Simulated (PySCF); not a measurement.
Fine-structure interval of Ni(11+) by level of theory

Ni(11+) [Ne] 3s2 3p5 [3p1/2^2 3p3/2^3, M_J = 3/2] → Ni(11+) [Ne] 3s2 3p5 [3p1/2^1 3p3/2^4, M_J = 1/2], as a difference of total energies. Computed with PySCF 2.14 in an even-tempered Gaussian basis (20 s from 0.76 bohr⁻², ratio 2.4; 14 p from 0.98 bohr⁻², ratio 2.4; 5 d from 5.8 bohr⁻², ratio 2.6; 4 f from 8.8 bohr⁻², ratio 2.6), with the two-component X2C-1e Hamiltonian. Correlated levels: 1s2 frozen; the 58 highest virtual spinors dropped. "Screened" scales the spin-orbit matrix elements by Boettger's factors to mimic the two-electron term; Breit and QED terms are absent.

| method | fine-structure interval (cm⁻¹) |
| --- | --- |
| GHF (screened spin-orbit) | 23741 |
| GMP2 (screened spin-orbit) | 24889 |
| GHF (bare spin-orbit) | 25665 |
